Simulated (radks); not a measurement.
All-electron atom: N IV in [He] 2s1.75 3d0.25 (fractional occupations, a model configuration). Method: Dirac Kohn-Sham, PBE, spin-unpolarised, spherical densities, finite nucleus; open shells are shared between the two j in proportion to 2j + 1; Fermi nuclear charge, rms radius 2.5582 fm; computed with a radial shooting solver on a logarithmic mesh with Libxc functionals.

Normalised radial functions P(r) = r R(r) (large component), r in bohr:

```
   r/bohr * 1s1/2, o 3d5/2 (the largest magnitude, 1.87, reaches the edge; | marks zero, & curves that meet)
  0.02504 o                     *
  0.03505 o                           *
  0.04943 o                                   *
  0.06917 o                                           *
  0.09758 o                                                  *
   0.1365 o                                                      *
   0.1926 o                                                    *
   0.2695 |o                                           *
   0.3802 |o                             *
    0.532 |  o            *
   0.7504 |     &
     1.05 |*        o
    1.469 *              o
    2.073 *                 o
      2.9 *                o
    4.091 *         o
    5.725 *   o
    8.076 *o
```

1s1/2: eigenvalue -454.98 eV, 0 radial nodes, <r> = 0.229 bohr, 90 % of the charge inside 0.410 bohr. 3d5/2: eigenvalue -18.705 eV, 0 radial nodes, <r> = 2.68 bohr, 90 % of the charge inside 4.10 bohr.
